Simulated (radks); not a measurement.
Q: Zn25+, 5 electrons, occupied as [He] 2s2 2p1. All-electron calculation, scalar-relativistic Kohn-Sham, PBEsol, spin-polarised, spherical densities, finite nucleus; open shells are filled with parallel spins first; Fermi nuclear charge, rms radius 3.9283 fm. Program: a radial shooting solver on a logarithmic mesh with Libxc functionals. Some entries of the table are withheld. Estimate them.

| orbital | occ. | eigenvalue (hartree) | <1/r> (bohr^-1) | r(max) (bohr) |
|---|---|---|---|---|
| 1s up | 1 | -410.9483 | (1) | 0.03288 |
| 1s down | 1 | -410.6532 | (2) | 0.03287 |
| 2s up | 1 | -92.28085 | 7.170 | 0.1804 |
| 2s down | 1 | -91.74539 | 7.143 | 0.1807 |
| 2p up | 1 | -88.72488 | 7.021 | 0.1423 |
| 2p down | 0 | -88.06679 | 7.002 | 0.1427 |

A: 
(1) 1s up <1/r> (bohr^-1): 30.30
(2) 1s down <1/r> (bohr^-1): 30.32
